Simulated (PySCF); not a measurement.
## Cd (cadmium, neutral) across methods

[Kr] 4d9 5s2 5p1, one real determinant (an excited configuration). All numbers are calculated (PySCF 2.14, scalar relativity through the core potential, in aug-cc-pwCVTZ-PP with ECP28MDF (8s8p7d4f3g, 122 functions)).

```tsv
method	E (hartree)	mean ε 5s α (eV)	mean ε 5s β (eV)	mean ε 5p α (eV)	Σ⟨r²⟩ (bohr²)	⟨S²⟩
CAM-B3LYP	-167.2823	-10.563	-9.575	-4.733	56.59	2.004
r2SCAN	-167.3622	-8.490	-7.668	-3.192	56.23	2.006
PBE	-167.3128	-8.245	-7.510	-2.962	56.97	2.003
PBE0	-167.3012	-9.215	-8.224	-3.748	56.66	2.004
UHF	-166.44324	-11.388	-9.458	-5.675	57.92	2.015
LDA	-167.0107	-8.512	-7.850	-2.993	56.61	2.001
BLYP	-167.2802	-8.123	-7.561	-2.754	57.32	2.002
```

**Question.** Estimate the same row for B3LYP.

**Answer.** E (hartree) = -167.3728; mean ε 5s α (eV) = -9.054; mean ε 5s β (eV) = -8.281; mean ε 5p α (eV) = -3.512; Σ⟨r²⟩ (bohr²) = 56.93; ⟨S²⟩ = 2.003.

⟨L²⟩ = 8.02 against 12 for a pure F term, so this real determinant mixes terms. Energies and moments cover only the electrons outside the core potential.
